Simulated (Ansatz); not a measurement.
C3H7BO (`CBC(C)=O`) at its PBE0-D4/def2-TZVP geometry, where that method's forces vanish. The species carries charge 0 and has multiplicity 1.

| atom | x (Å) | y (Å) | z (Å) |
| --- | --- | --- | --- |
| C1 | -0.266 | 1.681 | -0.859 |
| B2 | -0.044 | 0.145 | -0.970 |
| C3 | -0.348 | -0.824 | 0.216 |
| C4 | 0.507 | -1.350 | 1.318 |
| O5 | -1.528 | -1.122 | 0.088 |
| H6 | 0.736 | 2.137 | -0.864 |
| H7 | -0.778 | 2.096 | -1.730 |
| H8 | -0.771 | 2.009 | 0.051 |
| H9 | 0.276 | -0.363 | -2.008 |
| H10 | 1.364 | -1.880 | 0.891 |
| H11 | -0.061 | -2.016 | 1.969 |
| H12 | 0.913 | -0.513 | 1.896 |

(1) For each bond, give half the difference of the two atoms' forces along it (eV/Å; positive pushes the atoms apart) under PBE-D4, r2SCAN-D4, B3LYP-D4, ωB97M-V in def2-TZVPP. (Estimate.)

Results:

(1) Ansatz gave: 
```tsv
bond	length (Å)	PBE-D4	r2SCAN-D4	B3LYP-D4	ωB97M-V
C1–B2	1.556	-0.02	0.04	0.09	0.07
C1–H6	1.101	0.15	0.00	-0.04	-0.06
C1–H7	1.093	0.12	-0.02	-0.04	-0.06
C1–H8	1.091	0.12	-0.01	-0.03	-0.06
B2–C3	1.562	-0.24	-0.14	-0.07	0.05
B2–H9	1.199	0.10	-0.01	-0.15	-0.19
C3–C4	1.490	-0.26	-0.06	0.10	0.15
C3–O5	1.223	1.15	0.54	0.27	0.05
C4–H10	1.095	0.12	-0.01	-0.05	-0.09
C4–H11	1.091	0.10	-0.04	-0.05	-0.08
C4–H12	1.095	0.12	-0.01	-0.05	-0.09
```

B3LYP here is the variant with VWN-RPA as its local correlation; programs differ in this.
